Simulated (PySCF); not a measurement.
Compound: C₄H₈BFN₂.
InChI=1S/C4H8BFN2/c1-3(6)4(2-7)5-8/h4H,1,5H2,8H3/t4-/m1/s1

Torsions of this conformer, `[CH2:1]=[C:2]([F:3])[C@H:4]([BH2-:5][NH3+:6])[C:7]#[N:8]`: C1–C2–C4–B5 97°, C2–C4–B5–N6 -166°.

The closed-shell ground state was solved at several levels (PySCF, density fitting, gas phase, non-relativistic). Geometry: GFN2-xTB, one conformer, isolated molecule.

```csv
level,basis functions,total energy (Eh),HOMO (eV),LUMO (eV),gap (eV),dipole (D)
CAM-B3LYP/def2-SVPD,227,-390.9712,-8.45,0.21,8.66,4.94
PBE0/pcSseg-1,176,-390.9295,-7.01,0.01,7.02,5.18
```

Task: Estimate the row for B3LYP/pcJ-1, a basis of 296 functions; the other rows only guide the guess.

Result: Total energy -391.4436 Eh, HOMO -6.78 eV, LUMO -0.34 eV, gap 6.44 eV, dipole 5.14 D.

Task: Over all these levels, which gives the widest orbital gap and which the narrowest?

Result: CAM-B3LYP/def2-SVPD (range-separated hybrid) has the widest, 8.66 eV, and B3LYP/pcJ-1 (global hybrid, 20 % exact exchange) the narrowest, 6.44 eV. Functional and basis both differ between the two, so the spread mixes both effects.

Task: How far do the dipole and the HOMO energy spread over the levels?

Result: The dipole runs from 4.94 to 5.18 D (mean 5.09 D) and the HOMO from -8.45 to -6.78 eV.
